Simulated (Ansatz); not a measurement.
Basis-set extrapolation for C3H7NOSi, SMILES `C=CN([SiH3])C=O` (PBE0-D4/def2-TZVP geometry, frozen core, Ansatz 0.2.0). Multiplicity 1, RHF reference.

|  | def2-TZVPP | def2-QZVPP |
| --- | --- | --- |
| HF | -536.037395 | -536.057768 |
| MP2 correlation | -1.039590 | -1.112433 |
| CCSD(T) correlation | -1.128363 | not run |

Energies in hartree. Use E(X) = E(∞) + A·exp(−7.88·√X) for Hartree–Fock and E(X) = E(∞) + B·X^(−2.97) for correlation, with X = 3 and 4, and add CCSD(T) minus MP2 of the smaller set to the MP2 limit.

Question: What is the CCSD(T) energy at the basis-set limit?

Answer: HF limit: -536.057768 + (-0.020373) × 0.13774 = -536.06057. MP2 limit: -1.112433 + (-0.072843) × 0.74074 = -1.16639. Higher-order term: -1.128363 − (-1.039590) = -0.08877. Total: -537.31573 hartree, 393.8 kJ/mol below CCSD(T)/def2-TZVPP.
